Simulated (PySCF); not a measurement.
# Mo(28+): ionisation energy

Mo(28+) [Ne] 3s2 3p2 [3p1/2^2, M_J = 0] → Mo(29+) [Ne] 3s2 3p1 [3p1/2^1, M_J = 1/2], as a difference of total energies. Computed with PySCF 2.14 in an even-tempered Gaussian basis (19 s from 4.3 bohr⁻², ratio 2.4; 13 p from 5.6 bohr⁻², ratio 2.4; 5 d from 21 bohr⁻², ratio 2.6; 4 f from 31 bohr⁻², ratio 2.6), with the two-component X2C-1e Hamiltonian. Correlated levels: 1s2 frozen; the 50 highest virtual spinors dropped. "Screened" scales the spin-orbit matrix elements by Boettger's factors to mimic the two-electron term; Breit and QED terms are absent.

**Question.** Order these methods by the ionisation energy they give, lowest first.
A. GHF (spin-free)
B. GMP2 (screened spin-orbit)
C. GHF (screened spin-orbit)
D. GMP2 (spin-free)

**Answer.** A (1522.7 eV), D (1523.4 eV), C (1532.9 eV), B (1534.7 eV).

Breit and QED terms and the two-electron picture change are absent.

The spin-free rows relax to the high-spin LS determinant and lack the spin-orbit shift.

The labels give the starting determinants; with spin-orbit coupling the two ends relaxed to ⟨J²⟩ = 0.00, ⟨L²⟩ = 1.34, ⟨S²⟩ = 1.34 and ⟨J²⟩ = 0.75, ⟨L²⟩ = 2.01, ⟨S²⟩ = 0.75.

For comparison: 1537 ± 3 eV (semi-empirical (NIST evaluation); NIST Atomic Spectra Database, ionization energies).
